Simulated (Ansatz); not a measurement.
Ideal-gas functions of `[SiH3][O][AlH][Br]` at 800 K and 1 bar, from an Ansatz frequency run at PBE0-D4/def2-TZVP.

Molar mass 155.0 g/mol, point group C1 (symmetry number 1), electronic degeneracy 1, moments of inertia 69.564, 523.878, 587.53 u Å². Harmonic wavenumbers (cm⁻¹, unscaled): 16, 36, 102, 197, 400, 461, 570, 670, 732, 735, 956, 957, 985, 1135, 2007, 2223, 2227, 2229.

Use S(trans) = R[1.5 ln M + 2.5 ln T − 1.1517]; rotational temperatures θ = 24.2544 K / I; S(rot) = R[ln(√π/σ · √(T³/θAθBθC)) + 1.5]; for each mode x = 1.438777 ν̃/T, S = R[x/(eˣ − 1) − ln(1 − e⁻ˣ)] and H = RT x/(eˣ − 1); 1 cm⁻¹ = 0.0119627 kJ/mol; R = 8.31446 J/(mol·K).

**Question.** By hand: the entropy, in J/(mol·K).

**Answer.** Translation 192.3. Rotation: θ = 0.3487, 0.0463, 0.0413 K, giving 131.0. Vibration, mode by mode: 37.82, 31.08, 22.43, 16.99, 11.23, 10.11, 8.46, 7.25, 6.60, 6.57, 4.76, 4.76, 4.57, 3.69, 1.06, 0.78, 0.77, 0.77, in all 179.7. Electronic 0.0. Sum 503.0 J/(mol·K).

**Question.** By hand: H − E and G − E in kJ/mol, counted from the electronic energy.

**Answer.** Zero-point energy ½ × 16638 × 0.0119627 = 99.5; thermal vibration 58.6; translation, rotation and pV give 4 RT = 26.6. H − E = 184.7 kJ/mol, and G − E = 184.7 − 800 × 503.0/1000 = -217.7 kJ/mol.

Vibration gives 36 % of the entropy, 91.3 J/(mol·K) of it from the modes under 150 cm⁻¹: soft modes count most, and the harmonic formula is weakest for them. The sum counts one conformer and one mirror image; others add a mixing term.
